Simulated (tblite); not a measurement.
Species: C₄H₉NSi₂.
Geometry (GFN2-xTB, Å), atoms numbered from 1 in this order:
```
atom  x, y, z in Å
N1    -1.911   -0.836    2.231
C2    -1.638   -0.570    1.151
C3    -1.262   -0.212   -0.179
C4    -0.128   -1.124   -0.676
C5     1.161   -0.892    0.113
Si6    1.581    0.978    0.114
Si7   -0.624    1.623   -0.178
H8    -2.143   -0.331   -0.816
H9     0.045   -0.915   -1.736
H10   -0.433   -2.172   -0.594
H11    1.960   -1.505   -0.307
H12    1.010   -1.234    1.139
H13    2.265    1.355    1.353
H14    2.482    1.291   -1.004
H15   -1.024    2.188   -1.475
H16   -1.349    2.366    0.854
```

Computed values, GFN2-xTB/tblite, gas phase, harmonic and unscaled. This tight-binding method is rough: wavenumbers can miss measured ones by several per cent, in bad cases by 10 to 20. Modes of hydrogen on silicon can be 10 to 20 % off. One conformer, not necessarily the lowest.

Harmonic wavenumbers (cm⁻¹): 58.7, 132.1, 153.8, 250.3, 288.7, 334.3, 399.8, 432.2, 458.9, 468.6, 519.5, 545.8, 586.1, 596.5, 643.3, 685.2, 694.7, 785.3, 797.0, 808.2, 899.1, 955.6, 1023.9, 1073.6, 1106.9, 1124.1, 1197.1, 1248.1, 1289.5, 1333.2, 1480.3, 1502.1, 2190.7, 2201.0, 2240.5, 2257.9, 2387.0, 2936.0, 2936.1, 2959.0, 2971.6, 2992.5.

A = 2498, B = 1492, C = 1245 MHz; mass 127.027 u (most abundant isotopes); point group C1, symmetry number 1.

**Question.** Zero-point energy?

**Answer.** Half the sum of the wavenumbers: 24972 cm⁻¹ = 71.40 kcal/mol.

**Question.** What is S at 500 K and 1 bar for an ideal gas of classical rigid rotors and harmonic oscillators?

**Answer.** Translation 43.03, rotation 30.17, vibration 40.91: S = 114.1 cal/(mol K).

**Question.** And Cp and H(500 K) − H(0)?

**Answer.** Cp = 51.92 cal/(mol K), of which vibrations give 43.97 (their classical limit is 42 R = 83.5); H(500 K) − H(0) = 15.25 kcal/mol without the zero-point energy, 11.28 from vibrations.

**Question.** What must be added to the electronic energy to get the Gibbs energy at 500 K and 1 bar?

**Answer.** ZPE + [H(500 K) − H(0)] − T·S = 71.40 + 15.25 − 57.05 = 29.60 kcal/mol.

**Question.** Blend soft modes into free rotors: weight 1/[1 + (100 cm⁻¹/ν̃)⁴] for the oscillator and the rest for a rotor with moment μB/(μ + B), μ = h/(8π²ν), B = 10⁻⁴⁴ kg m². What vibrational entropy results?

**Answer.** 39.15 cal/(mol K) in place of 40.91, which changes −T·S at 500 K by +0.88 kcal/mol.

Hindered rotation and anharmonicity are outside this model. Other conformers, if any are populated, would add a mixing term that is left out. The structure is chiral; the term R ln 2 for an equal mix with its mirror image is left out.
